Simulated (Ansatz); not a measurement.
The cluster ZrCu4. Charge 0, multiplicity 3. Geometry PBE-D4/def2-SVP, that of the charge +1 doublet.

```xyz
5

Zr    0.0181   -0.3667   -1.4741
Cu   -1.7974   -0.7578    0.2861
Cu   -0.5522    1.3336    0.3247
Cu    0.5370   -1.0231    0.9242
Cu    1.7944    0.8140   -0.0608
```

In the def2 sets Zr takes a core potential; there is no spin–orbit coupling. The structure comes from a short search, and lower isomers may exist.

**Question.** Estimate the α-spin orbital energies around the gap (eV) in Ansatz with PBE-D4/def2-TZVP, r2SCAN-D4/def2-TZVP, PBE0-D4/def2-TZVP.

**Answer.** 
```json
{"orbital": "HOMO−5", "PBE-D4/def2-TZVP": "-5.34", "r2SCAN-D4/def2-TZVP": "-5.34", "PBE0-D4/def2-TZVP": "-6.92"}
{"orbital": "HOMO−4", "PBE-D4/def2-TZVP": "-5.29", "r2SCAN-D4/def2-TZVP": "-5.29", "PBE0-D4/def2-TZVP": "-6.88"}
{"orbital": "HOMO−3", "PBE-D4/def2-TZVP": "-4.74", "r2SCAN-D4/def2-TZVP": "-4.73", "PBE0-D4/def2-TZVP": "-5.35"}
{"orbital": "HOMO−2", "PBE-D4/def2-TZVP": "-4.16", "r2SCAN-D4/def2-TZVP": "-4.26", "PBE0-D4/def2-TZVP": "-4.92"}
{"orbital": "HOMO−1", "PBE-D4/def2-TZVP": "-4.15", "r2SCAN-D4/def2-TZVP": "-4.09", "PBE0-D4/def2-TZVP": "-4.70"}
{"orbital": "HOMO", "PBE-D4/def2-TZVP": "-3.76", "r2SCAN-D4/def2-TZVP": "-3.97", "PBE0-D4/def2-TZVP": "-4.48"}
{"orbital": "LUMO", "PBE-D4/def2-TZVP": "-3.31", "r2SCAN-D4/def2-TZVP": "-2.97", "PBE0-D4/def2-TZVP": "-2.29"}
{"orbital": "LUMO+1", "PBE-D4/def2-TZVP": "-3.21", "r2SCAN-D4/def2-TZVP": "-2.96", "PBE0-D4/def2-TZVP": "-2.20"}
{"orbital": "LUMO+2", "PBE-D4/def2-TZVP": "-2.96", "r2SCAN-D4/def2-TZVP": "-2.78", "PBE0-D4/def2-TZVP": "-2.08"}
{"orbital": "LUMO+3", "PBE-D4/def2-TZVP": "-2.86", "r2SCAN-D4/def2-TZVP": "-2.75", "PBE0-D4/def2-TZVP": "-2.06"}
{"orbital": "LUMO+4", "PBE-D4/def2-TZVP": "-1.75", "r2SCAN-D4/def2-TZVP": "-1.47", "PBE0-D4/def2-TZVP": "-0.88"}
{"orbital": "LUMO+5", "PBE-D4/def2-TZVP": "-1.35", "r2SCAN-D4/def2-TZVP": "-1.07", "PBE0-D4/def2-TZVP": "-0.56"}
{"orbital": "β HOMO", "PBE-D4/def2-TZVP": "-4.00", "r2SCAN-D4/def2-TZVP": "-3.97", "PBE0-D4/def2-TZVP": "-4.41"}
{"orbital": "β LUMO", "PBE-D4/def2-TZVP": "-3.49", "r2SCAN-D4/def2-TZVP": "-3.14", "PBE0-D4/def2-TZVP": "-2.58"}
```
